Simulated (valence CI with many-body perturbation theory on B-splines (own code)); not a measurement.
Ladder of approximations for Tl LX

Computed by valence CI with perturbative core correlation (CI+MBPT): four valence electrons over a frozen Dirac-Fock core [Ar], radial functions for each j: 9 s, 9 p, 10 d, 8 f, 5 g, 3 h, 1 i, with the one-electron correlation potential Σ1 (screened to all orders), the two-electron term Σ2, the three-electron term Σ3, Breit, model QED; selected single and double excitations, second order for the rest (own B-spline code, finite nucleus).

The last digits are not significant, and no measured levels were compared; by estimate large intervals hold to a few tenths of a per cent, small ones and those within an open d or f shell to about a per cent. The list stops below the first excitations out of the core. Only levels of the ground parity were solved; by the run's estimate the other parity begins above the list, which can be wrong where configurations are misplaced.

Each rung adds one term. CI alone is the Dirac-Coulomb CI over the frozen core; QED comes last and gives the full result, which names the levels. Energies are above (3d3/2^4) J=0 on the same rung, in cm⁻¹.

Levels are named by their leading jj configuration (3d3/2^4 stands for four electrons in 3d with j = 3/2), which in mixed levels can hold well under half, so a name can repeat and another be missing. Letters in brackets count levels of one name in rising energy.

```
                    Level  CI alone
      (3d3/2^3 3d5/2) J=1    831415
      (3d3/2^3 3d5/2) J=4    954640
      (3d3/2^3 3d5/2) J=2    983622
      (3d3/2^3 3d5/2) J=3   1013750
(3d3/2^2 3d5/2^2) J=2 [a]   1743500
    (3d3/2^2 3d5/2^2) J=0   1742950
(3d3/2^2 3d5/2^2) J=4 [a]   1780640
(3d3/2^2 3d5/2^2) J=3 [a]   1795690
    (3d3/2^2 3d5/2^2) J=5   1837200
    (3d3/2^2 3d5/2^2) J=6   1871570
    (3d3/2^2 3d5/2^2) J=1   1879000
(3d3/2^2 3d5/2^2) J=3 [b]   1907590
(3d3/2^2 3d5/2^2) J=4 [b]   1921260
(3d3/2^2 3d5/2^2) J=2 [b]   1933180
(3d3/2^2 3d5/2^2) J=2 [c]   2042380
(3d3/2^2 3d5/2^2) J=4 [c]   2098640
```

(1) What do these energies become with core correlation, Breit and QED?

(2) How does the ionisation energy move along the ladder, and which term matters most?

Answers

(1) (3d3/2^3 3d5/2) J=1 822714 (-8701); (3d3/2^3 3d5/2) J=4 926528 (-28112); (3d3/2^3 3d5/2) J=2 964072 (-19550); (3d3/2^3 3d5/2) J=3 992503 (-21252); (3d3/2^2 3d5/2^2) J=2 [a] 1722000 (-21491); (3d3/2^2 3d5/2^2) J=0 1723410 (-19546); (3d3/2^2 3d5/2^2) J=4 [a] 1746570 (-34079); (3d3/2^2 3d5/2^2) J=3 [a] 1766770 (-28921); (3d3/2^2 3d5/2^2) J=5 1794070 (-43133); (3d3/2^2 3d5/2^2) J=6 1817480 (-54085); (3d3/2^2 3d5/2^2) J=1 1850340 (-28663); (3d3/2^2 3d5/2^2) J=3 [b] 1870270 (-37317); (3d3/2^2 3d5/2^2) J=4 [b] 1875880 (-45380); (3d3/2^2 3d5/2^2) J=2 [b] 1895900 (-37277); (3d3/2^2 3d5/2^2) J=2 [c] 2012220 (-30158); (3d3/2^2 3d5/2^2) J=4 [c] 2060320 (-38323).

(2) CI alone 6235.7, + Σ1 6238.3, + Σ2 6247.4, + Σ3 6247.6, + Breit 6240.7, + QED 6241.0 eV. The largest step is Σ2, 9.1 eV. NIST lists 6241 ± 7 eV (theoretical).
